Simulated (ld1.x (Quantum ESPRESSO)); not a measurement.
# Plane-wave convergence, RRKJ potential for Sc (Z = 21)

| Quantity | Value |
| --- | --- |
| Element | scandium (Sc) |
| Generator | ld1.x (Quantum ESPRESSO) 7.5 |
| Type | norm-conserving RRKJ (Kleinman–Bylander form) |
| Functional | LDA (PZ) |
| Relativity | fully relativistic |
| Frozen core | [Ne] 3s2 |
| Valence charge | 9 |
| Reference configuration | 3p6 3d1 4s0.5 4p0 (charge +1.5) |
| Partial waves | 4s (bound): rc 2.80 bohr; 3p (bound): rc 1.70 bohr; 3d (bound): rc 1.90 bohr; 4f channel at 0.35 Ry: rc 2.25 bohr |
| Local potential | all-electron potential smoothed inside 1.30 bohr (lloc = -1) |
| Core correction | Bessel-smoothed model core inside 0.95 bohr |
| rho0 | 0.005 |

Open shells are filled in proportion to 2j + 1 (rel_dist='average').

The pseudo-atom Hamiltonian at the reference potential is diagonalised in spherical Bessel functions j_l(qr) that vanish at 20 bohr, with q² up to the cutoff. All-electron valence levels (Ry): 4s -0.9540, 3p1/2 -3.3081, 4p1/2 -0.6757, 3p3/2 -3.2700, 4p3/2 -0.6720, 3d3/2 -1.0360, 3d5/2 -1.0335.

Problem. How do the lowest levels (Ry) of each channel move with the cutoff, and are there ghosts?

Solution.

| cutoff (Ry) | s #1 | s #2 | s #3 | p1/2 #1 | p1/2 #2 | p1/2 #3 | p3/2 #1 | p3/2 #2 | p3/2 #3 | d3/2 #1 | d3/2 #2 | d5/2 #1 | d5/2 #2 | f5/2 #1 | f5/2 #2 | f7/2 #1 | f7/2 #2 | Σ f·Δε (mRy) |
| --- | --- | --- | --- | --- | --- | --- | --- | --- | --- | --- | --- | --- | --- | --- | --- | --- | --- | --- |
| 8 | -2.2016 | -0.8824 | -0.3408 | -2.4466 | -0.5649 | -0.2289 | -2.4364 | -0.5640 | -0.2286 | -0.5459 | -0.2217 | -0.5459 | -0.2217 | -0.1722 | -0.0691 | -0.1722 | -0.0691 | 5581.9 |
| 15 | -4.6010 | -0.9488 | -0.3477 | -3.1076 | -0.6473 | -0.2535 | -3.0810 | -0.6450 | -0.2528 | -0.6521 | -0.2538 | -0.6519 | -0.2537 | -0.1724 | -0.0693 | -0.1723 | -0.0693 | 1542.4 |
| 21 | -5.4425 | -0.9539 | -0.3481 | -3.2506 | -0.6666 | -0.2593 | -3.2170 | -0.6635 | -0.2584 | -0.8034 | -0.2892 | -0.8025 | -0.2890 | -0.1724 | -0.0694 | -0.1724 | -0.0694 | 558.9 |
| 35 | -5.7848 | -0.9540 | -0.3483 | -3.3076 | -0.6757 | -0.2621 | -3.2696 | -0.6722 | -0.2611 | -1.0112 | -0.3226 | -1.0089 | -0.3223 | -0.1724 | -0.0694 | -0.1724 | -0.0694 | 27.5 |
| 45 | -5.8311 | -0.9540 | -0.3484 | -3.3081 | -0.6760 | -0.2622 | -3.2700 | -0.6724 | -0.2612 | -1.0347 | -0.3256 | -1.0322 | -0.3253 | -0.1724 | -0.0694 | -0.1724 | -0.0694 | 1.4 |
| 60 | -5.8461 | -0.9540 | -0.3484 | -3.3081 | -0.6760 | -0.2622 | -3.2701 | -0.6724 | -0.2612 | -1.0359 | -0.3258 | -1.0334 | -0.3255 | -0.1724 | -0.0694 | -0.1724 | -0.0694 | 0.2 |
| 400 | -5.8477 | -0.9540 | -0.3484 | -3.3081 | -0.6760 | -0.2622 | -3.2701 | -0.6724 | -0.2612 | -1.0361 | -0.3258 | -1.0335 | -0.3255 | -0.1724 | -0.0694 | -0.1724 | -0.0694 | 0.0 |

Result: ghost state, extra bound levels that the all-electron valence spectrum of the same l lacks: s at -79.6 eV (a true bound ghost makes a file unfit for plane-wave use); 10 mRy is reached at 40 Ry and 1 mRy at 50 Ry.
